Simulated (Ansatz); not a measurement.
Born–Oppenheimer molecular dynamics of a periodic cell of 23 atoms, H14CO8 (contents 6 H2O + 1 HCOOH, density as packed 0.81 g/cm³ with natural masses). It goes on from the last frame of an earlier run, with new velocities.

Level of theory: DFT PBEsol, scalar-relativistic, plane waves, PAW in Ansatz 0.2.0. Settings: accuracy low, cutoff 420 eV, k mesh 1x1x1, fermi-dirac smearing 0.02 eV, no spin polarisation.

```json
{
 "ensemble": "NVT, Nosé–Hoover chain",
 "time step": "0.5 fs",
 "steps asked": "200",
 "set temperature": "1500 K",
 "thermostat": "time constant 10 fs, chain length 1",
 "seed": "383568"
}
```

Frames 2.5 fs apart, positions in Å, forces in eV/Å.

Velocities at 10.0 fs (Å/ps):

```
O -12.14 12.43 -10.04
H -4.97 -47.45 -7.38
H 52.54 57.06 32.11
O -19.03 0.14 2.61
H 12.80 -66.70 28.20
H -13.70 36.82 34.58
O -11.63 6.23 2.00
H -36.62 22.40 -21.15
H 20.29 20.87 9.30
O 4.07 -10.40 17.42
H -12.10 26.05 -3.12
H -12.27 -16.78 20.75
O 3.80 4.35 -8.50
H 20.08 3.28 -23.03
H -47.45 -38.78 -11.36
O 5.59 -7.93 2.59
H -6.91 40.25 -54.21
H 49.14 20.72 18.45
O 10.72 -11.33 -14.22
C 12.70 -1.79 -7.73
O 9.25 3.54 10.32
H -17.10 -11.55 -9.48
H -6.26 22.19 43.77
```

```xyz
23
Lattice="6.8106 0.0000 0.0000 0.0000 6.8106 0.0000 0.0000 0.0000 6.8106" Properties=species:S:1:pos:R:3:forces:R:3 time_fs=10.0 energy_less_start_eV=-0.095 T=1399
O 3.983 0.707 3.435 -0.74 -0.08 -1.13
H 2.956 0.621 3.338 1.51 -0.18 1.31
H 4.200 0.078 1.873 -0.13 0.82 1.24
O 1.640 5.699 2.213 2.01 1.24 0.41
H 0.944 5.071 2.020 0.55 -0.63 -1.07
H 2.467 5.823 1.602 -2.38 -1.20 0.60
O 1.947 3.529 0.112 -2.92 0.28 3.73
H 2.111 3.670 -0.782 0.42 0.67 -2.91
H 1.053 4.051 0.335 2.23 -1.14 -1.14
O 0.729 0.871 7.030 0.55 1.84 -0.13
H 1.336 1.762 7.025 -2.25 -1.73 0.54
H 0.912 0.976 4.926 0.78 -0.34 0.20
O 5.990 3.179 3.333 0.66 -0.28 0.30
H 6.915 3.093 2.944 -1.39 -0.52 1.27
H 5.831 2.606 4.152 0.82 0.82 -1.66
O 1.561 7.243 4.406 -2.27 -1.15 -0.11
H 4.355 6.788 3.975 -0.87 0.20 -0.07
H 0.970 6.427 4.214 1.60 1.52 0.09
O 4.402 6.338 1.078 -1.41 1.29 1.00
C 5.635 5.943 1.143 0.64 -0.76 0.83
O 5.955 5.264 0.222 2.53 -2.20 -1.84
H -0.151 7.730 0.711 1.81 0.94 -0.68
H 6.427 6.125 2.011 -1.74 0.58 -0.79
23
Lattice="6.8106 0.0000 0.0000 0.0000 6.8106 0.0000 0.0000 0.0000 6.8106" Properties=species:S:1:pos:R:3:forces:R:3 time_fs=12.5 energy_less_start_eV=0.016 T=1320
O 3.951 0.739 3.406 -1.13 2.07 -2.80
H 2.980 0.504 3.355 0.12 0.41 0.78
H 4.327 0.215 1.952 -0.50 -1.43 -1.49
O 1.595 5.701 2.220 -1.82 -0.65 1.71
H 1.008 4.904 2.064 1.82 1.17 -0.50
H 2.378 5.878 1.693 0.24 -0.94 -1.16
O 1.914 3.545 0.121 0.82 -0.61 -2.16
H 2.026 3.736 -0.874 -0.07 -0.35 1.87
H 1.148 4.079 0.332 -1.03 0.77 0.00
O 0.740 0.849 7.072 1.20 1.81 -0.71
H 1.241 1.771 7.033 -1.48 -1.51 0.44
H 0.913 0.921 4.978 1.19 -0.49 -0.06
O 6.001 3.189 3.313 0.03 -0.43 0.59
H 6.917 3.084 2.929 -1.16 -0.74 1.17
H 5.745 2.543 4.064 1.19 1.13 -1.83
O 1.572 7.225 4.413 0.90 4.48 1.50
H 4.336 6.856 3.866 1.22 -2.48 1.90
H 1.106 6.475 4.250 -2.05 -4.08 -1.23
O 4.425 6.315 1.047 -1.69 3.97 4.11
C 5.667 5.938 1.129 -1.06 1.23 3.46
O 5.984 5.268 0.243 4.06 -4.09 -4.00
H -0.144 7.728 0.670 0.49 0.76 -0.09
H 6.362 6.191 2.087 -1.27 0.01 -1.49
23
Lattice="6.8106 0.0000 0.0000 0.0000 6.8106 0.0000 0.0000 0.0000 6.8106" Properties=species:S:1:pos:R:3:forces:R:3 time_fs=15.0 energy_less_start_eV=-0.306 T=1409
O 3.916 0.777 3.369 1.96 -1.63 -0.11
H 3.010 0.410 3.419 -1.11 0.58 0.27
H 4.421 0.275 1.952 -1.34 -1.81 -1.79
O 1.544 5.701 2.234 -2.38 -1.17 1.96
H 1.168 4.798 2.076 1.00 1.00 -0.16
H 2.303 5.879 1.718 1.68 -0.19 -1.65
O 1.884 3.558 0.123 1.35 -0.89 -2.92
H 1.943 3.784 -0.879 0.27 -0.72 2.06
H 1.188 4.152 0.327 -1.98 1.53 0.61
O 0.755 0.832 7.112 0.66 -1.67 -0.84
H 1.070 1.712 7.065 1.32 2.49 -0.11
H 0.975 0.840 5.033 -0.12 0.13 0.92
O 6.011 3.198 3.295 -1.64 2.39 -0.63
H 6.866 3.030 2.976 2.01 -0.98 -0.44
H 5.720 2.533 3.884 -0.34 -1.47 1.03
O 1.585 7.218 4.425 -0.25 -0.81 -0.58
H 4.366 6.819 3.844 -0.25 1.19 -0.33
H 1.162 6.351 4.229 0.29 0.52 -0.15
O 4.442 6.306 1.032 -1.13 4.22 4.08
C 5.693 5.939 1.130 -2.50 0.88 1.91
O 6.027 5.256 0.249 3.99 -3.54 -3.09
H -0.116 7.770 0.625 -1.73 0.13 0.58
H 6.226 6.260 2.080 0.24 -0.18 -0.61
23
Lattice="6.8106 0.0000 0.0000 0.0000 6.8106 0.0000 0.0000 0.0000 6.8106" Properties=species:S:1:pos:R:3:forces:R:3 time_fs=17.5 energy_less_start_eV=-0.497 T=1464
O 3.888 0.809 3.331 1.28 -3.29 0.94
H 2.988 0.357 3.499 0.05 1.45 -0.04
H 4.438 0.229 1.849 -1.59 -1.20 -1.17
O 1.486 5.697 2.254 1.74 -0.33 -0.92
H 1.386 4.746 2.079 -0.09 -0.17 0.27
H 2.302 5.867 1.663 -1.26 0.09 0.90
O 1.858 3.569 0.116 -2.26 1.35 2.64
H 1.876 3.796 -0.786 0.60 0.15 -2.56
H 1.131 4.293 0.350 1.04 -1.52 -0.28
O 0.773 0.812 7.149 -1.49 1.14 -0.01
H 0.962 1.767 7.093 1.43 0.79 -0.22
H 1.038 0.763 5.137 -0.11 -0.19 0.87
O 6.017 3.215 3.275 0.55 0.63 -0.45
H 6.904 2.924 3.009 0.07 -0.06 -0.01
H 5.682 2.453 3.745 -0.62 -0.63 0.42
O 1.596 7.211 4.434 -1.10 -3.26 -1.29
H 4.389 6.835 3.812 -0.65 2.15 -0.92
H 1.220 6.236 4.195 1.03 3.22 0.58
O 4.455 6.312 1.031 -0.99 3.12 2.55
C 5.708 5.943 1.140 -2.31 -1.58 -2.37
O 6.084 5.232 0.245 2.42 -1.14 -0.07
H -0.163 7.816 0.606 0.40 -0.90 -0.21
H 6.107 6.320 2.044 1.89 0.19 1.33
23
Lattice="6.8106 0.0000 0.0000 0.0000 6.8106 0.0000 0.0000 0.0000 6.8106" Properties=species:S:1:pos:R:3:forces:R:3 time_fs=20.0 energy_less_start_eV=-0.321 T=1396
O 3.864 0.830 3.296 -0.95 -0.96 -0.15
H 2.964 0.386 3.577 0.49 1.72 -0.18
H 4.362 0.133 1.700 -1.54 3.33 3.77
O 1.434 5.690 2.272 2.88 -2.40 -1.87
H 1.599 4.699 2.099 -0.95 1.06 0.99
H 2.241 5.862 1.649 -1.46 0.92 1.11
O 1.825 3.584 0.117 -2.30 1.95 1.41
H 1.842 3.809 -0.812 0.47 -0.20 -1.11
H 1.121 4.357 0.361 1.05 -1.89 -0.38
O 0.785 0.796 7.185 -1.87 4.67 -0.30
H 0.939 1.869 7.109 0.92 -2.39 0.06
H 1.099 0.672 5.283 0.98 -0.86 -0.79
O 6.024 3.233 3.253 1.49 -3.70 0.49
H 6.950 2.817 3.038 -1.93 1.20 0.39
H 5.613 2.345 3.633 0.39 2.43 -0.91
O 1.604 7.193 4.440 -1.01 0.30 1.11
H 4.383 6.963 3.735 1.06 -0.34 0.53
H 1.329 6.288 4.189 -0.29 0.26 -0.02
O 4.463 6.329 1.038 -0.45 -2.39 -3.52
C 5.712 5.940 1.139 -0.32 -2.13 -2.55
O 6.150 5.204 0.239 0.44 0.98 2.18
H -0.195 7.814 0.578 1.44 -1.08 -0.40
H 6.089 6.385 2.070 1.46 -0.48 0.15
23
Lattice="6.8106 0.0000 0.0000 0.0000 6.8106 0.0000 0.0000 0.0000 6.8106" Properties=species:S:1:pos:R:3:forces:R:3 time_fs=22.5 energy_less_start_eV=-0.916 T=1607
O 3.837 0.847 3.261 -0.77 0.66 -1.17
H 2.964 0.512 3.647 -0.19 0.79 0.21
H 4.200 0.186 1.724 0.00 0.35 1.08
O 1.392 5.675 2.283 1.48 -3.56 0.14
H 1.757 4.709 2.175 -1.54 1.26 1.02
H 2.104 5.914 1.690 0.62 1.89 -0.93
O 1.784 3.606 0.122 0.29 0.09 -2.86
H 1.836 3.811 -0.900 0.15 -0.80 2.54
H 1.164 4.320 0.352 -1.01 0.41 0.31
O 0.791 0.797 7.220 0.64 3.73 -0.88
H 0.971 1.844 7.128 0.62 -2.02 0.17
H 1.212 0.536 5.389 0.79 -0.54 -1.18
O 6.036 3.239 3.233 0.13 -2.81 0.38
H 6.899 2.774 3.088 -0.12 0.85 -0.07
H 5.561 2.364 3.475 -0.09 1.90 -0.32
O 1.608 7.177 4.450 0.13 4.29 2.87
H 4.437 7.077 3.688 1.44 -1.14 1.02
H 1.420 6.337 4.175 -1.27 -3.90 -1.36
O 4.470 6.340 1.036 -0.80 -0.53 -1.53
C 5.713 5.927 1.127 0.93 -1.13 -0.83
O 6.218 5.179 0.242 -1.14 2.05 2.89
H -0.157 7.750 0.529 -0.65 -0.56 -0.02
H 6.157 6.422 2.103 0.35 -1.31 -1.49
23
Lattice="6.8106 0.0000 0.0000 0.0000 6.8106 0.0000 0.0000 0.0000 6.8106" Properties=species:S:1:pos:R:3:forces:R:3 time_fs=25.0 energy_less_start_eV=-1.355 T=1752
O 3.808 0.865 3.221 2.47 -1.01 -0.21
H 2.954 0.686 3.730 -0.41 -0.15 0.48
H 4.035 0.280 1.834 1.64 -1.73 -0.60
O 1.356 5.648 2.294 1.33 -1.18 0.41
H 1.830 4.786 2.309 -0.52 -0.19 0.29
H 1.988 6.070 1.690 -0.21 0.92 -0.37
O 1.744 3.628 0.118 1.78 -1.86 -1.62
H 1.839 3.770 -0.859 0.03 -0.24 1.01
H 1.147 4.308 0.362 -2.10 1.76 0.62
O 0.798 0.810 7.252 1.02 -1.15 -0.36
H 1.043 1.718 7.155 0.74 2.18 -0.13
H 1.370 0.369 5.433 0.08 0.01 -0.10
O 6.048 3.235 3.215 -0.76 1.83 0.05
H 6.849 2.773 3.134 2.61 -0.75 -0.28
H 5.494 2.481 3.298 -1.93 -1.13 0.23
O 1.613 7.173 4.469 -0.34 -1.71 -0.18
H 4.555 7.139 3.688 -1.84 1.05 -0.78
H 1.450 6.221 4.101 0.12 1.99 0.32
O 4.474 6.348 1.026 -1.20 0.99 0.47
C 5.719 5.908 1.109 0.86 -0.49 -0.19
O 6.282 5.162 0.255 -1.95 2.09 2.39
H -0.150 7.652 0.476 -1.09 -0.04 -0.09
H 6.247 6.385 2.057 -0.30 -1.18 -1.37
23
Lattice="6.8106 0.0000 0.0000 0.0000 6.8106 0.0000 0.0000 0.0000 6.8106" Properties=species:S:1:pos:R:3:forces:R:3 time_fs=27.5 energy_less_start_eV=-1.010 T=1590
O 3.787 0.880 3.182 1.14 -0.59 0.39
H 2.927 0.851 3.833 0.55 -0.79 -0.60
H 3.962 0.280 1.914 1.74 -1.38 -0.45
O 1.325 5.617 2.306 1.29 2.24 -0.80
H 1.875 4.854 2.460 0.81 -0.87 -0.30
H 1.860 6.270 1.673 -1.56 -1.74 1.48
O 1.709 3.644 0.110 -1.20 0.18 4.43
H 1.847 3.717 -0.783 0.43 0.50 -3.60
H 1.029 4.373 0.397 0.60 -1.16 -0.82
O 0.809 0.820 7.282 -0.63 -1.86 -0.05
H 1.155 1.701 7.175 -0.18 1.99 -0.19
H 1.534 0.201 5.464 -0.12 0.36 -0.07
O 6.058 3.236 3.197 0.19 -0.55 -0.01
H 6.915 2.745 3.166 -0.90 0.12 0.00
H 5.339 2.561 3.131 0.58 0.33 0.01
O 1.616 7.164 4.489 0.00 -2.45 -0.59
H 4.581 7.251 3.652 -1.73 0.74 -0.59
H 1.479 6.195 4.038 0.23 2.86 0.48
O 4.474 6.359 1.018 -0.19 0.33 0.52
C 5.729 5.886 1.091 -0.18 -0.22 -0.38
O 6.338 5.152 0.277 -2.30 1.31 0.90
H -0.190 7.556 0.419 1.60 0.81 -0.15
H 6.323 6.282 1.937 -0.18 -0.17 0.39
23
Lattice="6.8106 0.0000 0.0000 0.0000 6.8106 0.0000 0.0000 0.0000 6.8106" Properties=species:S:1:pos:R:3:forces:R:3 time_fs=30.0 energy_less_start_eV=-0.364 T=1317
O 3.770 0.894 3.143 -2.82 1.19 -0.49
H 2.930 0.967 3.900 0.92 -1.29 -1.61
H 3.991 0.198 1.962 1.42 -1.03 -1.02
O 1.300 5.592 2.315 1.32 0.58 0.47
H 1.953 4.885 2.588 -0.31 1.21 -1.15
H 1.654 6.377 1.731 -0.40 -1.82 0.86
O 1.671 3.660 0.115 -0.48 0.27 -0.05
H 1.871 3.688 -0.857 -0.56 0.33 1.17
H 0.935 4.385 0.390 1.09 -1.38 -1.07
O 0.819 0.824 7.312 1.78 1.33 -0.12
H 1.250 1.790 7.185 -2.00 -1.43 0.12
H 1.689 0.059 5.484 -0.39 0.76 -1.20
O 6.069 3.236 3.179 -0.85 -1.47 -0.30
H 6.942 2.719 3.194 -2.20 0.28 -0.24
H 5.217 2.650 2.972 2.89 1.04 0.52
O 1.619 7.148 4.506 0.82 0.39 2.02
H 4.524 7.397 3.593 1.92 -0.77 1.51
H 1.519 6.320 3.997 -0.26 -0.24 -0.83
O 4.474 6.370 1.012 0.71 -0.34 0.58
C 5.737 5.864 1.071 -1.23 0.22 -0.15
O 6.385 5.147 0.301 -2.51 0.22 -1.06
H -0.152 7.505 0.354 1.02 1.11 -0.18
H 6.389 6.171 1.844 0.10 0.86 2.23
```

Of the whole run (100 fs, mean temperature of the second half 1505 K): The conserved energy stayed within 0.86 meV per atom of its start (net change -0.31 meV per atom), so the integration is sound. A run of 0.1 ps of so small a system gives no equilibrium averages. Limits of this set-up: coarse k mesh, low accuracy level.

The run took 4.7 min on 1 thread of Arm Neoverse V1, with other jobs on the host, peak memory 0.34 GiB.
